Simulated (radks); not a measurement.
Polarisability of neutral caesium, [Xe] 6s1, at imaginary frequency. Method: scalar-relativistic Kohn-Sham, exchange-only LDA, spin-polarised, spherical densities, finite nucleus; open shells are filled with parallel spins first (spin-orbit coupling, left out, can overturn this in heavy ions); Fermi nuclear charge, rms radius 4.8041 fm; computed with a radial shooting solver on a logarithmic mesh with Libxc functionals. Response by self-consistent Sternheimer equations with the Hartree and adiabatic exchange-only LDA kernel, the relativistic mass of each level held fixed and spin-orbit coupling left out.

w (hartree),alpha1(iw) (bohr^3),alpha2(iw) (bohr^5)
0.00266,421.7,15360
0.0143,392.9,14610
0.0360,286.4,11550
0.0697,157.5,7024
0.118,79.95,3659
0.186,44.02,1842
0.280,27.22,940.9
0.413,18.11,492.9
0.605,12.09,262.1
0.892,7.635,137.6
1.35,4.420,68.38
2.12,2.321,30.58
3.59,1.076,11.56
6.94,0.3877,3.323
17.5,0.08314,0.5559

Static values: alpha1 = 422.8 bohr^3 (62.65 angstrom^3; uncoupled 525.3), alpha2 = 15390 bohr^5, alpha3 = 616300 bohr^7. C6 = 7387, C8 = 1447000, triple-dipole C9 = 2247000 atomic units. One-pole (London) frequency 4 C6 / (3 alpha1^2) = 0.055 hartree, against 0.072 for minus the highest occupied eigenvalue. Recommended static value: 400.9 bohr^3 (Schwerdtfeger and Nagle, 2023 table).
